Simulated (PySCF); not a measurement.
CaHO, multiplicity 2. Atoms are numbered in the order given.

```xyz
3

Ca     0.0000     0.0000     0.6458
O      0.0000     0.0000    -1.3280
H      0.0000     0.0000    -2.2924
```
Charge 0, spin multiplicity 2.

Geometry: PBE-D3(BJ)/def2-TZVPD.

Computed with B3LYP/def2-TZVPD (PySCF).

Mulliken values depend strongly on the basis, most of all with diffuse functions as here. ESP charges are fitted to the potential on shells at 1.4 to 2.0 van der Waals radii. Atomic charges (e):

| atom | ESP fit | meta-Löwdin | Mulliken spin |
|---|---|---|---|
| Ca1 | 0.32 | 0.87 | 1.07 |
| O2 | -0.62 | -1.18 | -0.09 |
| H3 | 0.30 | 0.31 | 0.02 |
